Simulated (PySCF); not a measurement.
## A search over the determinants of NaBi⁺

Unrestricted PBE0; basis Na def2-SVP, Bi def2-SVP with ECP60; scalar-relativistic core potentials; PySCF 2.14. Outer shells of the fragments: Na+ closed shells only; Bi 5d10 6s2 6p3.

Followed along the bond (rough minima from three points):

| 2Ms+1 | unpaired | ⟨S²⟩ at the start | R at minimum (Å) | Te (eV) |
| --- | --- | --- | --- | --- |
| 4 | σ ↑, π ↑↑ | 3.75 | 3.45 | 0.00 |
| 2 | σ ↓, π ↑↑ | 1.76 | 3.52 | 0.61 |
| 2 | σ ↑, π ↑↓ | 1.76 | 3.48 | 0.65 |
| 2 | π ↑ | 0.75 | 3.27 | 0.84 |
| 2 | σ ↑ | 0.75 | 3.48 | 1.57 |

Solutions found at the starting distance of 3.135 Å, counted from the lowest of them; the search is not exhaustive and high or unbound solutions are not listed, so other states can lie among these:

```json
{"2Ms+1": "4", "unpaired": "σ ↑, π ↑↑", "term": "⁴Σ⁻", "E (eV)": "0.00", "⟨S²⟩": "3.75", "⟨Lz²⟩": "0.00", "μ (D)": "-10.52"}
{"2Ms+1": "2", "unpaired": "σ ↓, π ↑↑", "term": "mixed", "E (eV)": "0.64", "⟨S²⟩": "1.76", "⟨Lz²⟩": "0.00", "μ (D)": "-10.31"}
{"2Ms+1": "2", "unpaired": "σ ↑, π ↑↓", "term": "mixed", "E (eV)": "0.66", "⟨S²⟩": "1.76", "⟨Lz²⟩": "2.01", "μ (D)": "-10.40"}
{"2Ms+1": "2", "unpaired": "π ↑", "term": "²Π", "E (eV)": "0.81", "⟨S²⟩": "0.75", "⟨Lz²⟩": "1.00", "μ (D)": "-9.36"}
{"2Ms+1": "2", "unpaired": "σ ↑", "term": "mixed", "E (eV)": "1.57", "⟨S²⟩": "0.75", "⟨Lz²⟩": "2.00", "μ (D)": "-10.27"}
{"2Ms+1": "2", "unpaired": "π ↑", "term": "²Π", "E (eV)": "2.31", "⟨S²⟩": "0.75", "⟨Lz²⟩": "1.01", "μ (D)": "-11.08"}
{"2Ms+1": "4", "unpaired": "σ ↑↑, π ↑", "term": "⁴Π", "E (eV)": "4.50", "⟨S²⟩": "3.75", "⟨Lz²⟩": "1.00", "μ (D)": "-0.22"}
{"2Ms+1": "4", "unpaired": "σ ↑, π ↑↑", "term": "mixed", "E (eV)": "6.24", "⟨S²⟩": "3.75", "⟨Lz²⟩": "2.00", "μ (D)": "0.61"}
{"2Ms+1": "4", "unpaired": "π ↑↑↑", "term": "⁴Π", "E (eV)": "6.68", "⟨S²⟩": "3.75", "⟨Lz²⟩": "1.00", "μ (D)": "0.32"}
```

A term symbol is given only where ⟨S²⟩ and ⟨Lz²⟩ are close to those of a pure state; real π, δ and φ orbitals otherwise mix terms. A positive dipole points towards Bi; it is taken about the centre of mass and depends on that origin.

Spin–orbit coupling is left out, which matters for elements this heavy, above all for dissociation energies. Counting both spins, an empty level lies below a filled one in some of these solutions, because spin and occupation are held.
